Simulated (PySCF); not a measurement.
Question: What does the GFN2-xTB structure of InChI=1S/C7H9N/c1-8-7-5-3-2-4-6-7/h2-6,8H,1H3 look like in three dimensions?

Answer: 
```
atom  x, y, z in Å
C1     2.625   -0.168   -0.357
N2     1.594    0.534    0.365
C3     0.256    0.244    0.208
C4    -0.233   -0.481   -0.880
C5    -1.592   -0.691   -1.026
C6    -2.491   -0.196   -0.098
C7    -2.014    0.522    0.988
C8    -0.661    0.740    1.141
H9     3.595    0.211   -0.040
H10    2.598   -1.252   -0.189
H11    2.520    0.021   -1.427
H12    1.848    0.823    1.298
H13    0.447   -0.883   -1.615
H14   -1.951   -1.255   -1.876
H15   -3.549   -0.370   -0.215
H16   -2.702    0.912    1.723
H17   -0.296    1.302    1.990
```

Any rigid rotation of these coordinates is as good. Atoms count from 1 in this order. The 2 C–N bonds span 1.378 Å (N2–C3, drawn single) to 1.441 Å (C1–N2, drawn single), a spread of 0.063 Å. The 6-membered ring C3–C4–C5–C6–C7–C8 has internal angles of 118.3° to 120.9°; it is planar, 0.00 Å rms from its mean plane, widest ring torsion 0°. The 6 C–C bonds span 1.379 Å (C7–C8, aromatic) to 1.399 Å (C3–C8, aromatic), a spread of 0.020 Å. N2 (aniline-type nitrogen) has angles 122.3°, 115.0° and 114.2°, sum 351.5°, 0.21 Å off the plane of its three neighbours.

Bonds between heavy atoms (Å): C1–N2 1.441, N2–C3 1.378, C3–C4 1.396, C4–C5 1.382, C5–C6 1.384, C6–C7 1.386, C7–C8 1.379, C3–C8 1.399.

The geometry is computed with GFN2-xTB (gas phase).

Point group: C1 (no symmetry element, even within 0.4 Å). No GFN2-xTB frequencies stand behind this structure, so it isn't proved a minimum. One conformer, not necessarily the lowest (C1–N2–C3–C4 -17°).
